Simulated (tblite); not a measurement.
Record of a relaxation.

Compound: C4H14AsNSi.
Bonds: C1–C2, C2–C3, C3–As4, As4–C5, As4–Si6, Si6–N7. Hydrogens: H8, H9, H10 on C1; H11, H12 on C2; H13, H14 on C3; H15, H16, H17 on C5; H18, H19 on Si6; H20, H21 on N7.

Computed with GFN2-xTB (tblite), gas phase: L-BFGS steps from a force-field or distance-geometry start until the largest atomic force falls under 0.01 eV/Å. 5 of its 133 geometries are shown.

Step 0: E = -617.6331 eV, largest atomic force 2.862 eV/Å
```
atom  x, y, z in Å  |  force x, y, z in eV/Å
C1     -3.347    0.635   -0.013   -0.773   0.639   0.356
C2     -2.132    0.027    0.655   -0.550  -1.326   0.010
C3     -0.916    0.631    0.009    0.460  -0.154  -1.298
As4     0.780   -0.019    0.727    0.485   0.663   2.742
C5      0.712   -1.995    0.696   -0.359  -0.050  -0.893
Si6     2.471    0.663   -0.660    0.503   0.135  -0.316
N7      4.012    0.971    0.198   -1.041  -0.866   0.236
H8     -3.009    0.981   -1.006   -0.830  -0.114   0.405
H9     -3.684    1.493    0.619    0.070  -0.456  -0.857
H10    -4.181   -0.093   -0.078    0.465   0.600  -0.140
H11    -2.201    0.166    1.746    0.325  -0.124  -0.303
H12    -2.192   -1.079    0.417    0.477   0.875   0.505
H13    -0.960    0.309   -1.059    0.009   0.441   0.301
H14    -0.951    1.747    0.035    0.098  -0.715   0.083
H15     0.334   -2.268   -0.311    0.249  -0.331   0.521
H16     1.729   -2.405    0.846   -0.649   0.118  -0.035
H17     0.003   -2.370    1.466    0.574   0.196  -0.477
H18     2.064    1.863   -1.431    0.255  -0.107   0.172
H19     2.729   -0.411   -1.620    0.189  -0.109  -0.364
H20     4.764    0.474   -0.289   -0.247   0.376   0.647
H21     3.968    0.698    1.208    0.286   0.310  -1.295
```

Step 33: E = -618.5259 eV, largest atomic force 0.123 eV/Å
```
atom  x, y, z in Å  |  force x, y, z in eV/Å
C1     -3.334    0.627   -0.012    0.018  -0.015  -0.001
C2     -2.074    0.000    0.580   -0.022   0.037  -0.002
C3     -0.794    0.609    0.014   -0.082   0.005   0.018
As4     0.792    0.053    1.062    0.048  -0.065   0.048
C5      0.702   -1.879    0.653    0.004   0.025   0.021
Si6     2.334    0.537   -0.606    0.024   0.006  -0.053
N7      3.854    0.521    0.205    0.120   0.017  -0.021
H8     -3.220    0.754   -1.087   -0.034  -0.011   0.005
H9     -3.523    1.601    0.436    0.037   0.025  -0.067
H10    -4.207   -0.001    0.166    0.032   0.008   0.033
H11    -2.077    0.134    1.669   -0.049  -0.051  -0.040
H12    -2.076   -1.075    0.376    0.013   0.030   0.026
H13    -0.667    0.322   -1.034   -0.065  -0.006  -0.032
H14    -0.861    1.701    0.044   -0.028   0.018   0.015
H15     0.395   -2.054   -0.378    0.010   0.013  -0.001
H16     1.683   -2.325    0.805   -0.004  -0.039   0.007
H17    -0.004   -2.378    1.316   -0.014  -0.045   0.020
H18     2.031    1.788   -1.343    0.041  -0.030   0.055
H19     2.454   -0.508   -1.641    0.013   0.058  -0.019
H20     4.683    0.855   -0.260   -0.030  -0.034  -0.017
H21     3.900    0.737    1.188   -0.032   0.051   0.004
```

Step 66: E = -618.5655 eV, largest atomic force 0.030 eV/Å
```
atom  x, y, z in Å  |  force x, y, z in eV/Å
C1     -3.329    0.616   -0.044    0.016  -0.003   0.010
C2     -2.091   -0.008    0.588    0.019   0.012   0.008
C3     -0.800    0.603    0.053    0.009  -0.005   0.010
As4     0.795   -0.001    1.082   -0.013   0.007   0.004
C5      0.691   -1.924    0.639    0.004   0.001  -0.006
Si6     2.338    0.563   -0.569    0.010   0.019  -0.021
N7      3.878    0.518    0.212    0.007  -0.007   0.004
H8     -3.319    0.478   -1.124    0.004   0.001   0.007
H9     -3.360    1.684    0.164   -0.018  -0.002  -0.016
H10    -4.235    0.162    0.353    0.004  -0.001  -0.010
H11    -2.131    0.130    1.675   -0.009   0.010  -0.005
H12    -2.087   -1.084    0.392   -0.017   0.010   0.016
H13    -0.687    0.364   -1.009   -0.005  -0.014   0.011
H14    -0.856    1.695    0.134   -0.003  -0.012  -0.007
H15     0.414   -2.074   -0.404   -0.008  -0.009  -0.017
H16     1.655   -2.397    0.814    0.019   0.003  -0.002
H17    -0.044   -2.423    1.271   -0.012  -0.005  -0.005
H18     2.022    1.860   -1.216    0.002  -0.020   0.018
H19     2.480   -0.397   -1.678   -0.004   0.012   0.004
H20     4.699    0.753   -0.322   -0.002   0.001   0.008
H21     3.957    0.897    1.143   -0.001   0.003  -0.014
```

Step 99: E = -618.5765 eV, largest atomic force 0.036 eV/Å
```
atom  x, y, z in Å  |  force x, y, z in eV/Å
C1     -3.322    0.601   -0.079    0.005   0.003   0.012
C2     -2.112    0.075    0.685    0.002  -0.015  -0.004
C3     -0.800    0.556    0.077   -0.003   0.004  -0.007
As4     0.786   -0.068    1.104    0.008   0.013  -0.015
C5      0.715   -1.967    0.554    0.000   0.005   0.009
Si6     2.318    0.603   -0.520    0.005  -0.008   0.006
N7      3.875    0.510    0.226   -0.018  -0.013   0.015
H8     -3.280    0.287   -1.121   -0.004  -0.008   0.014
H9     -3.346    1.688   -0.054    0.000   0.011   0.003
H10    -4.245    0.226    0.357   -0.008   0.001  -0.004
H11    -2.167    0.400    1.730   -0.014  -0.002  -0.033
H12    -2.134   -1.019    0.677    0.001   0.002   0.018
H13    -0.729    0.214   -0.961    0.004  -0.001   0.006
H14    -0.791    1.651    0.058    0.005   0.001   0.001
H15     0.458   -2.066   -0.500    0.008   0.003   0.016
H16     1.685   -2.433    0.724    0.001   0.000  -0.013
H17    -0.022   -2.512    1.145   -0.003   0.005  -0.004
H18     2.006    1.937   -1.084   -0.018  -0.006   0.003
H19     2.428   -0.296   -1.681    0.018   0.012  -0.009
H20     4.684    0.728   -0.332    0.015   0.011   0.004
H21     3.985    0.900    1.150   -0.003  -0.017  -0.017
```

Step 132: E = -618.5790 eV, largest atomic force 0.008 eV/Å
```
atom  x, y, z in Å  |  force x, y, z in eV/Å
C1     -3.324    0.590   -0.079   -0.001   0.000   0.001
C2     -2.112    0.101    0.706    0.000   0.000  -0.001
C3     -0.802    0.542    0.064   -0.003   0.003  -0.002
As4     0.789   -0.074    1.086   -0.002  -0.002  -0.007
C5      0.724   -1.973    0.538    0.004  -0.001   0.000
Si6     2.320    0.619   -0.530    0.002  -0.004   0.005
N7      3.869    0.492    0.226    0.002   0.000   0.002
H8     -3.301    0.202   -1.096   -0.002   0.000   0.000
H9     -3.330    1.677   -0.129   -0.006   0.000  -0.001
H10    -4.248    0.262    0.392   -0.002   0.001   0.002
H11    -2.161    0.487    1.730    0.003  -0.002   0.000
H12    -2.139   -0.992    0.764   -0.003   0.001   0.000
H13    -0.749    0.166   -0.963    0.002   0.000   0.003
H14    -0.776    1.635    0.011   -0.003   0.001  -0.004
H15     0.462   -2.071   -0.516    0.001   0.005   0.001
H16     1.695   -2.437    0.700    0.006  -0.001   0.000
H17    -0.010   -2.520    1.131    0.000   0.003  -0.001
H18     2.003    1.972   -1.043    0.002   0.000   0.002
H19     2.441   -0.230   -1.727    0.000   0.002   0.004
H20     4.685    0.771   -0.294    0.000  -0.003  -0.003
H21     3.957    0.798    1.183    0.001  -0.002  -0.001
```

Q: Summarise the path.

A: The energy falls by 0.9459 eV from step 0 to step 132; nine tenths of that is first reached at step 24. It falls at every step. The largest force goes from 2.862 to 0.008 eV/Å. Among the bonds Si6–N7 changes most, from 1.790 to 1.728 Å; the atoms move by 0.394 Å rms after alignment.

The cost below is that of the whole relaxation. Hardware: Arm Neoverse V1, one thread, on a shared host. Cost: 1.2 s.
